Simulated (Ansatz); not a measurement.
Reactions of C3H2BrF, SMILES `FC1=C(Br)C1`.

Isolated molecules relaxed with PBE0-D4/def2-TZVP in Ansatz; ΔE leaves out vibrations. CBS: MP2 limit from def2 TZ/QZ plus the TZ coupled-cluster correction, frozen cores. This one scheme is used for every species, atoms too. Functionals use def2-TZVPP. Open shells (•) are unrestricted, without spin–orbit coupling. Spin–orbit coupling would lower the free atoms: a little for C, F; clearly for Br. Bonds to Br are less sure, by a few kJ/mol each and by 10 to 20 or more in all where they break to atoms, as the def2 sets lack core-valence functions. Scalar relativity is left out up to krypton. Each species was taken in one conformer, which may not be the lowest.

```
                                       reaction  CCSD(T)/CBS(def2) (eV)
                    `FC1=C(Br)C1` → `FC1C=C1Br`                       ?
       `FC1=C(Br)C1` + H₂O → `OC1=C(F)C1` + HBr                    0.26
                  `FC1=C(Br)C1` → `FC1(Br)C=C1`                   -0.59
         `FC1=C(Br)C1` → Br• + 3 C• + F• + 2 H•                   28.16
     `FC1=C(Br)C1` + HCl → `ClC1=C(Br)C1` + H–F                       ?
`FC1=C(Br)C1` + SiH₄ → `[SiH3]C1=C(Br)C1` + H–F                   -1.43
    `FC1=C(Br)C1` + CH₃OH → `COC1=C(F)C1` + HBr                    0.09
```

(1) Fill in the missing values. (An estimate is asked.)

Largest T1 diagnostic: 0.012, for `OC1=C(F)C1`.

Results:

(1) Computed: `FC1=C(Br)C1` → `FC1C=C1Br`: -0.56 eV; `FC1=C(Br)C1` + HCl → `ClC1=C(Br)C1` + H–F: -0.45 eV.
